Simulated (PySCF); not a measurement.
Computed IR spectrum (relative IR intensity) of a molecule C4H5ClSi. Coordinates come from a PBE-D3(BJ)/def2-SVP optimisation. One conformer was computed; it need not be the lowest. The numbers are results of PBE-D3(BJ)/def2-SVP (PySCF 2.14.0), not measurements. Frequencies are harmonic and unscaled.

Lines under 2 % of the strongest are left out, and lines within 2 cm⁻¹ are merged.

ν (cm⁻¹): 377 (w), 557 (m), 640 (w), 675 (vw), 716 (w), 718 (w), 780 (m), 860 (s), 900 (s), 986 (w), 1058 (vw), 1151 (m), 1285 (m), 1522 (m), 1571 (w), 2160 (vs), 3106 (vw) (against the strongest line: vs over 80 %, s over 45 %, m over 15 %, w over 4 %, vw less)

### Question
Identify the compound among the candidates.
A) ClC1=C[SiH2]C=C1
B) [SiH3]C#C/C=C\Cl
C) C#C/C(Cl)=C\[SiH3]
D) C#CC(=C)[SiH2]Cl

### Answer
A, ClC1=C[SiH2]C=C1
